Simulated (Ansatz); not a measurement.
CH5AsO⁺, that is AsH2(OMe) with one electron fewer, relaxed as a doublet with UKS B3LYP-D4/def2-TZVP in Ansatz, starting from the B3LYP-D4/def2-TZVP geometry of the neutral singlet. Force threshold 0.02 eV/Å.

The relaxation made no stability test and no search for a lower SCF solution.

Start:

```xyz
8

As    1.355    0.512    0.660
H     1.173    1.621    1.693
H     1.220   -0.573    1.747
O    -0.388    0.565    0.159
C    -0.753   -0.352   -0.860
H    -0.093   -0.288   -1.733
H    -1.766   -0.099   -1.172
H    -0.749   -1.386   -0.494
```

```tsv
step	energy (eV)	largest force component (eV/Å)	SCF passes
1	-63999.7480	1.776	22
2	-64000.0104	1.440	31
3	-64000.0941	1.311	26
4	-64000.1497	0.383	27
5 (rejected)	-64000.1471	0.810	27
6	-64000.1731	0.630	26
7	-64000.1790	0.121	26
8	-64000.1798	0.052	23
9	-64000.1799	0.040	25
10	-64000.1800	0.009	24
```

Force components are those of the run's own axes.

End:

```xyz
8

As    1.3004    0.5123    0.8690
H     1.1288    1.7327    1.7463
H     1.0276   -0.7208    1.7177
O    -0.0880    0.6887   -0.1542
C    -0.7159   -0.3816   -0.9045
H    -0.3570   -0.3222   -1.9322
H    -1.7815   -0.1527   -0.8789
H    -0.5145   -1.3563   -0.4631
```

By distances, no bond broke or formed. The bond that changes most is As1–O4, from 1.81 to 1.73 Å (atoms count from 1).

No frequencies were taken in this run, so the end may be a saddle point.

Run time 21 s (4 threads of Arm Neoverse V1 on a shared host).
